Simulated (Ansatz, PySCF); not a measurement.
Bond stretch in BH, singlet.

- RMP2/3-21G = restricted MP2 (frozen core)/3-21G run with PySCF 2.14.0
- UKS-PBE = unrestricted PBE/cc-pVTZ (Ansatz, a first-principles code)
- UKS-r2SCAN = unrestricted r2SCAN/cc-pVTZ (PySCF)
- RKS-CAM-B3LYP = restricted CAM-B3LYP/cc-pVTZ run with PySCF

Energies are in kJ/mol, each relative to the lowest point of its own curve near equilibrium.

```csv
R / Å,RMP2/3-21G,UKS-PBE,UKS-r2SCAN,RKS-CAM-B3LYP
0.98,106.5,98.4,91.3,92.1
1.05,50.0,46.5,41.0,41.6
1.12,17.9,16.8,13.3,13.6
1.17,5.8,5.6,3.5,3.6
1.21,1.2,1.2,0.2,0.3
1.24,0.0,0.0,0.0,0.0
1.26,…,…,0.7,0.7
1.32,4.4,…,6.4,6.4
1.37,11.2,10.1,14.3,14.4
1.45,26.3,24.4,31.1,31.6
1.55,49.7,46.7,56.7,58.0
1.66,78.5,74.6,87.6,90.3
1.86,133.8,127.7,145.0,151.2
2.07,191.9,181.2,201.7,212.6
2.22,231.4,216.4,238.2,253.4
2.49,295.5,270.8,278.7,319.0
2.74,344.8,301.2,300.7,370.9
3.05,390.9,321.7,317.9,424.5
3.36,420.0,332.1,328.2,467.9
3.77,…,337.8,335.9,512.4
4.41,…,340.0,340.6,560.8
5.02,350.2,340.4,341.7,…
```

Task: What belongs in the gaps?

Result: 
- 1.26, RMP2/3-21G: 0.2
- 1.26, UKS-PBE: 0.1
- 1.32, UKS-PBE: 3.9
- 3.77, RMP2/3-21G: 433.4
- 4.41, RMP2/3-21G: 407.3
- 5.02, RKS-CAM-B3LYP: 590.7

The restricted form behind RMP2/3-21G, RKS-CAM-B3LYP keeps the bonding electrons paired and can't separate into open-shell fragments. The unrestricted determinant behind UKS-PBE is spin-contaminated at 0.98 to 1.45, 2.49 to 5.02 Å (<S²> up to 1.0, against 0.00 for a pure singlet). The unrestricted determinant behind UKS-r2SCAN is spin-contaminated at 0.98 to 5.02 Å (<S²> up to 1.0, against 0.00 for a pure singlet). At the longest distance RKS-CAM-B3LYP leaves fractional charges on the fragments, a sign of delocalisation error or of the restricted form.
